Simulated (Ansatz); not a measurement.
Ansatz (a first-principles code) input (B3LYP-D3(BJ)/def2-TZVP):

Ansatz 0.2 input:
```yaml
crystal:
  periodic: [false, false, false]
  atoms:
    - {symbol: C, position_ang: [-3.16485566, 1.30615058, -0.65355544]}
    - {symbol: C, position_ang: [-2.11864650, 0.69678409, 0.27383588]}
    - {symbol: C, position_ang: [-1.39167295, -0.49952257, -0.35442526]}
    - {symbol: C, position_ang: [-0.37361252, -1.12308925, 0.53332645]}
    - {symbol: C, position_ang: [0.97159900, -1.50305428, 0.08346783]}
    - {symbol: S, position_ang: [2.28048049, -0.24038992, 0.50118707]}
    - {symbol: C, position_ang: [1.75888351, 1.13459490, -0.55668411]}
    - {symbol: H, position_ang: [-3.67153235, 2.15015890, -0.18247731]}
    - {symbol: H, position_ang: [-2.70816256, 1.66631049, -1.57867446]}
    - {symbol: H, position_ang: [-3.92517583, 0.57026510, -0.92612712]}
    - {symbol: H, position_ang: [-1.38412962, 1.45626447, 0.55621825]}
    - {symbol: H, position_ang: [-2.59198025, 0.37297203, 1.20549920]}
    - {symbol: H, position_ang: [-0.92713331, -0.19492001, -1.29805287]}
    - {symbol: H, position_ang: [-2.15434015, -1.24451067, -0.63374006]}
    - {symbol: H, position_ang: [-0.59882461, -1.21320010, 1.59002606]}
    - {symbol: H, position_ang: [1.01890376, -1.66949193, -0.99421769]}
    - {symbol: H, position_ang: [1.34190229, -2.39800937, 0.58654907]}
    - {symbol: H, position_ang: [2.50465716, 1.91959724, -0.43865160]}
    - {symbol: H, position_ang: [0.78860182, 1.52651674, -0.25691097]}
    - {symbol: H, position_ang: [1.72935662, 0.83310514, -1.60422567]}
basis:
  gaussian:
    orbitals: def2-TZVP
hamiltonian:
  xc: b3lyp
  dispersion: d3bj
magnetization: {spin_polarized: true, initial_magnetization: 1}
phonons: {temperatures: {t_min: 298.15, t_max: 298.15, t_step: 100}}
```

Output:

```
Functional definition: B3LYP
integrals: 0.33 GiB planned
1923 factors; their error is unknown
0.39 GiB of the device are held for the grids
2.14 GiB of device memory are held for the factors and their scratch space
mean field: 2.56 GiB planned
mean field evaluation 1: about -17245.7020 eV, gradient 7.1e1 eV
mean field evaluation 2: about -17158.1175 eV, gradient 1.4e2 eV
mean field evaluation 4: about -17269.5314 eV, gradient 2.0e1 eV
mean field evaluation 8: about -17271.8254 eV, gradient 3.5e-1 eV
mean field evaluation 16: about -17271.7991 eV, gradient 1.2e-3 eV
mean field -17271.79913195 eV, -634.7269108532 hartree, gradient 3.0e-5 eV, S^2 0.755324; 0 other end points of the search recorded, 0 dependent functions left out
the calculation of the forces begins
reference -17271.79947749 eV, -634.7269235518 hartree; 33, 32 occupied and 268, 269 virtual orbitals, 1923 factors
these checks for a lower state are left out or cut short: stability, starts, cluster_reference, orbital_swaps, neighbouring_geometries, increment
integrals: 0.33 GiB planned
1923 factors; their error is unknown
0.39 GiB of the device are held for the grids
2.14 GiB of device memory are held for the factors and their scratch space
mean field: 2.56 GiB planned
mean field -17271.79892480 eV, -634.7269032407 hartree, gradient 3.1e-6 eV, S^2 0.755324; 0 other end points of the search recorded, 0 dependent functions left out
the calculation of the forces begins
reference -17271.79927038 eV, -634.7269159405 hartree; 33, 32 occupied and 268, 269 virtual orbitals, 1923 factors
these checks for a lower state are left out or cut short: stability, starts, cluster_reference, orbital_swaps, neighbouring_geometries, increment
integrals: 0.33 GiB planned
1923 factors; their error is unknown
0.39 GiB of the device are held for the grids
2.14 GiB of device memory are held for the factors and their scratch space
mean field: 2.56 GiB planned
mean field evaluation 32: about -17271.8263 eV, gradient 6.0e-4 eV
mean field -17271.79902537 eV, -634.7269069365 hartree, gradient 3.1e-6 eV, S^2 0.755324; 0 other end points of the search recorded, 0 dependent functions left out
the calculation of the forces begins
reference -17271.79937088 eV, -634.7269196337 hartree; 33, 32 occupied and 268, 269 virtual orbitals, 1923 factors
these checks for a lower state are left out or cut short: stability, starts, cluster_reference, orbital_swaps, neighbouring_geometries, increment
integrals: 0.33 GiB planned
1923 factors; their error is unknown
0.39 GiB of the device are held for the grids
2.14 GiB of device memory are held for the factors and their scratch space
mean field: 2.56 GiB planned
mean field -17271.79900104 eV, -634.7269060423 hartree, gradient 3.1e-6 eV, S^2 0.755325; 0 other end points of the search recorded, 0 dependent functions left out
the calculation of the forces begins
reference -17271.79934655 eV, -634.7269187397 hartree; 33, 32 occupied and 268, 269 virtual orbitals, 1923 factors
these checks for a lower state are left out or cut short: stability, starts, cluster_reference, orbital_swaps, neighbouring_geometries, increment
integrals: 0.33 GiB planned
1923 factors; their error is unknown
0.39 GiB of the device are held for the grids
2.14 GiB of device memory are held for the factors and their scratch space
mean field: 2.56 GiB planned
mean field -17271.79892824 eV, -634.7269033670 hartree, gradient 3.1e-6 eV, S^2 0.755324; 0 other end points of the search recorded, 0 dependent functions left out
[...]
1923 factors; their error is unknown
0.39 GiB of the device are held for the grids
2.14 GiB of device memory are held for the factors and their scratch space
mean field: 2.56 GiB planned
mean field evaluation 800: about -17271.7992 eV, gradient 3.1e-6 eV
mean field -17271.79915872 eV, -634.7269118369 hartree, gradient 3.1e-6 eV, S^2 0.755324; 0 other end points of the search recorded, 0 dependent functions left out
the calculation of the forces begins
reference -17271.79950427 eV, -634.7269245358 hartree; 33, 32 occupied and 268, 269 virtual orbitals, 1923 factors
these checks for a lower state are left out or cut short: stability, starts, cluster_reference, orbital_swaps, neighbouring_geometries, increment
integrals: 0.33 GiB planned
1923 factors; their error is unknown
0.39 GiB of the device are held for the grids
2.14 GiB of device memory are held for the factors and their scratch space
mean field: 2.56 GiB planned
mean field -17271.79905639 eV, -634.7269080765 hartree, gradient 3.1e-6 eV, S^2 0.755325; 0 other end points of the search recorded, 0 dependent functions left out
the calculation of the forces begins
reference -17271.79940193 eV, -634.7269207747 hartree; 33, 32 occupied and 268, 269 virtual orbitals, 1923 factors
these checks for a lower state are left out or cut short: stability, starts, cluster_reference, orbital_swaps, neighbouring_geometries, increment
integrals: 0.33 GiB planned
1923 factors; their error is unknown
0.39 GiB of the device are held for the grids
2.14 GiB of device memory are held for the factors and their scratch space
mean field: 2.56 GiB planned
mean field -17271.79910267 eV, -634.7269097772 hartree, gradient 3.1e-6 eV, S^2 0.755324; 0 other end points of the search recorded, 0 dependent functions left out
the calculation of the forces begins
reference -17271.79944822 eV, -634.7269224758 hartree; 33, 32 occupied and 268, 269 virtual orbitals, 1923 factors
these checks for a lower state are left out or cut short: stability, starts, cluster_reference, orbital_swaps, neighbouring_geometries, increment
integrals: 0.33 GiB planned
1923 factors; their error is unknown
0.39 GiB of the device are held for the grids
2.14 GiB of device memory are held for the factors and their scratch space
mean field: 2.56 GiB planned
mean field -17271.79911678 eV, -634.7269102956 hartree, gradient 3.1e-6 eV, S^2 0.755324; 0 other end points of the search recorded, 0 dependent functions left out
the calculation of the forces begins
reference -17271.79946232 eV, -634.7269229941 hartree; 33, 32 occupied and 268, 269 virtual orbitals, 1923 factors
these checks for a lower state are left out or cut short: stability, starts, cluster_reference, orbital_swaps, neighbouring_geometries, increment
integrals: 0.33 GiB planned
1923 factors; their error is unknown
0.39 GiB of the device are held for the grids
2.14 GiB of device memory are held for the factors and their scratch space
mean field: 2.56 GiB planned
mean field -17271.79914614 eV, -634.7269113747 hartree, gradient 3.1e-6 eV, S^2 0.755324; 0 other end points of the search recorded, 0 dependent functions left out
the calculation of the forces begins
reference -17271.79949169 eV, -634.7269240734 hartree; 33, 32 occupied and 268, 269 virtual orbitals, 1923 factors
these checks for a lower state are left out or cut short: stability, starts, cluster_reference, orbital_swaps, neighbouring_geometries, increment
integrals: 0.33 GiB planned
1923 factors; their error is unknown
0.39 GiB of the device are held for the grids
2.14 GiB of device memory are held for the factors and their scratch space
mean field: 2.56 GiB planned
mean field evaluation 832: about -17271.7991 eV, gradient 5.4e-4 eV
mean field -17271.79908941 eV, -634.7269092900 hartree, gradient 3.1e-6 eV, S^2 0.755325; 0 other end points of the search recorded, 0 dependent functions left out
the calculation of the forces begins
reference -17271.79943495 eV, -634.7269219883 hartree; 33, 32 occupied and 268, 269 virtual orbitals, 1923 factors
these checks for a lower state are left out or cut short: stability, starts, cluster_reference, orbital_swaps, neighbouring_geometries, increment
integrals: 0.33 GiB planned
1923 factors; their error is unknown
0.39 GiB of the device are held for the grids
2.14 GiB of device memory are held for the factors and their scratch space
mean field: 2.56 GiB planned
mean field -17271.79913648 eV, -634.7269110197 hartree, gradient 3.1e-6 eV, S^2 0.755324; 0 other end points of the search recorded, 0 dependent functions left out
the calculation of the forces begins
reference -17271.79948203 eV, -634.7269237184 hartree; 33, 32 occupied and 268, 269 virtual orbitals, 1923 factors
these checks for a lower state are left out or cut short: stability, starts, cluster_reference, orbital_swaps, neighbouring_geometries, increment
integrals: 0.33 GiB planned
1923 factors; their error is unknown
0.39 GiB of the device are held for the grids
2.14 GiB of device memory are held for the factors and their scratch space
mean field: 2.56 GiB planned
mean field -17271.79908363 eV, -634.7269090776 hartree, gradient 3.1e-6 eV, S^2 0.755325; 0 other end points of the search recorded, 0 dependent functions left out
the calculation of the forces begins
reference -17271.79942917 eV, -634.7269217760 hartree; 33, 32 occupied and 268, 269 virtual orbitals, 1923 factors
these checks for a lower state are left out or cut short: stability, starts, cluster_reference, orbital_swaps, neighbouring_geometries, increment
integrals: 0.33 GiB planned
1923 factors; their error is unknown
0.39 GiB of the device are held for the grids
2.14 GiB of device memory are held for the factors and their scratch space
mean field: 2.56 GiB planned
mean field -17271.79900612 eV, -634.7269062292 hartree, gradient 3.1e-6 eV, S^2 0.755324; 0 other end points of the search recorded, 0 dependent functions left out
the calculation of the forces begins
reference -17271.79935162 eV, -634.7269189258 hartree; 33, 32 occupied and 268, 269 virtual orbitals, 1923 factors
these checks for a lower state are left out or cut short: stability, starts, cluster_reference, orbital_swaps, neighbouring_geometries, increment
integrals: 0.33 GiB planned
1923 factors; their error is unknown
0.39 GiB of the device are held for the grids
2.14 GiB of device memory are held for the factors and their scratch space
mean field: 2.56 GiB planned
mean field -17271.79906978 eV, -634.7269085686 hartree, gradient 3.1e-6 eV, S^2 0.755324; 0 other end points of the search recorded, 0 dependent functions left out
the calculation of the forces begins
reference -17271.79941538 eV, -634.7269212691 hartree; 33, 32 occupied and 268, 269 virtual orbitals, 1923 factors
Total energy: -17272.61971656 eV, -634.7570667814 hartree
Atom 0 at    -3.164856     1.306151    -0.653555 Å, force    -0.000111     0.000661     0.000220 eV/Å
Atom 1 at    -2.118647     0.696784     0.273836 Å, force     0.000064    -0.000873    -0.000338 eV/Å
Atom 2 at    -1.391673    -0.499523    -0.354425 Å, force     0.000441     0.000515     0.000734 eV/Å
Atom 3 at    -0.373613    -1.123089     0.533326 Å, force    -0.000463    -0.000052    -0.000282 eV/Å
Atom 4 at     0.971599    -1.503054     0.083468 Å, force    -0.001269    -0.000926    -0.000589 eV/Å
Atom 5 at     2.280480    -0.240390     0.501187 Å, force     0.001452    -0.000109     0.000581 eV/Å
Atom 6 at     1.758884     1.134595    -0.556684 Å, force     0.000139     0.000822     0.000056 eV/Å
Atom 7 at    -3.671532     2.150159    -0.182477 Å, force    -0.000056     0.000038    -0.000070 eV/Å
Atom 8 at    -2.708163     1.666310    -1.578674 Å, force     0.000182     0.000095    -0.000170 eV/Å
Atom 9 at    -3.925176     0.570265    -0.926127 Å, force    -0.000375    -0.000304    -0.000278 eV/Å
Atom 10 at    -1.384130     1.456264     0.556218 Å, force     0.000391     0.000248     0.000293 eV/Å
Atom 11 at    -2.591980     0.372972     1.205499 Å, force    -0.000184    -0.000164     0.000133 eV/Å
Atom 12 at    -0.927133    -0.194920    -1.298053 Å, force    -0.000246     0.000161    -0.000194 eV/Å
Atom 13 at    -2.154340    -1.244511    -0.633740 Å, force     0.000037    -0.000203    -0.000331 eV/Å
Atom 14 at    -0.598825    -1.213200     1.590026 Å, force    -0.000101     0.000178     0.000749 eV/Å
Atom 15 at     1.018904    -1.669492    -0.994218 Å, force     0.000474     0.000352    -0.000210 eV/Å
Atom 16 at     1.341902    -2.398009     0.586549 Å, force     0.000422     0.000058     0.000348 eV/Å
Atom 17 at     2.504657     1.919597    -0.438652 Å, force     0.000252    -0.000106     0.000158 eV/Å
Atom 18 at     0.788602     1.526517    -0.256911 Å, force    -0.001091     0.000382     0.000414 eV/Å
Atom 19 at     1.729357     0.833105    -1.604226 Å, force     0.000042    -0.000771    -0.001225 eV/Å
Dipole moment:    -0.298611     0.050522    -0.200763 e Å
Vibrations: 23.56 70.28 74.10 129.05 181.09 219.00 231.97 242.08 296.20 408.69 410.60 516.51 603.75 715.86 737.27 833.32 857.14 904.26 964.42 970.63 1006.86 1048.00 1088.57 1109.04 1155.63 1213.06 1222.75 1257.49 1299.93 1322.87 1351.65 1375.43 1412.75 1420.97 1464.32 1469.45 1470.86 1487.86 1492.57 1499.02 1508.19 2929.91 3020.22 3024.79 3027.88 3036.24 3039.19 3050.59 3085.58 3087.33 3092.66 3113.03 3127.75 3160.06 cm⁻¹, zero-point energy 4.764853 eV
```

It need not be the lowest isomer of its formula.
